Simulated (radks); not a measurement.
Co II, 26 electrons, occupied as [Ar] 3d8. Calculated with a radial shooting solver on a logarithmic mesh with Libxc functionals: Dirac Kohn-Sham, PBE, spin-unpolarised, spherical densities, finite nucleus; open shells are shared between the two j in proportion to 2j + 1; Fermi nuclear charge, rms radius 3.7875 fm.

Unscreened Slater integrals over Kohn-Sham orbitals (hartree). Large and small components are both included. Empty in this configuration: 4s1/2.

| integral | value |
|---|---|
| F0(3d5/2,3d5/2) | 0.83242 |
| F2(3d5/2,3d5/2) | 0.36825 |
| F4(3d5/2,3d5/2) | 0.22610 |
| F0(3d5/2,3d3/2) | 0.83544 |
| F2(3d5/2,3d3/2) | 0.36973 |
| G2(3d5/2,3d3/2) | 0.36944 |
| G4(3d5/2,3d3/2) | 0.22686 |
| F0(3d5/2,3p3/2) | 0.94394 |
| F2(3d5/2,3p3/2) | 0.43146 |
| G1(3d5/2,3p3/2) | 0.53418 |
| G3(3d5/2,3p3/2) | 0.32006 |
| F0(3d5/2,3p1/2) | 0.94890 |
| G3(3d5/2,3p1/2) | 0.32120 |
| F0(3d5/2,4s1/2) | 0.41087 |
| G2(3d5/2,4s1/2) | 0.059061 |
| F0(3d3/2,3d3/2) | 0.83850 |
| F2(3d3/2,3d3/2) | 0.37123 |
| F0(3d3/2,3p3/2) | 0.94781 |
| F2(3d3/2,3p3/2) | 0.43365 |
| G1(3d3/2,3p3/2) | 0.53676 |
| G3(3d3/2,3p3/2) | 0.32169 |
| F0(3d3/2,3p1/2) | 0.95282 |
| G1(3d3/2,3p1/2) | 0.53945 |
| F0(3d3/2,4s1/2) | 0.41128 |
| G2(3d3/2,4s1/2) | 0.058258 |
| F0(3p3/2,3p3/2) | 1.0944 |
| F2(3p3/2,3p3/2) | 0.54508 |
| F0(3p3/2,3p1/2) | 1.1011 |
| G2(3p3/2,3p1/2) | 0.54795 |
| F0(3p3/2,4s1/2) | 0.42463 |
| G1(3p3/2,4s1/2) | 0.023009 |
| F0(3p1/2,3p1/2) | 1.1079 |
| F0(3p1/2,4s1/2) | 0.42502 |
| G1(3p1/2,4s1/2) | 0.022661 |
| F0(4s1/2,4s1/2) | 0.32739 |
